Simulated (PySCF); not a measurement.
PySCF 2.14 output of a UHF calculation on a single atom or ion in dyall-av2z (17s13p4d, 76 functions), with no relativity, point nucleus:

```
SCF conv_tol = 1e-09
number electrons alpha = 11  beta = 9
cycle= 1 E= -676.511560807384  delta_E= -1.08e-09  |g|= 1.51e-05  |ddm|= 6.09e-05
cycle= 2 E= -676.511560807529  delta_E= -1.45e-10  |g|= 5.96e-06  |ddm|= 2.22e-05
converged SCF energy = -676.511560807529  <S^2> = 2.0005775  2S+1 = 3.000385
```

The run itself started from symmetry-adapted Hartree-Fock orbitals and held the occupation by maximum overlap, so the iterations belong to that start.

Which element, charge and spin multiplicity is this?

Ca (calcium, neutral), multiplicity 3; the state was [Ar] 3d2, high-spin 3F determinant (an excited configuration).
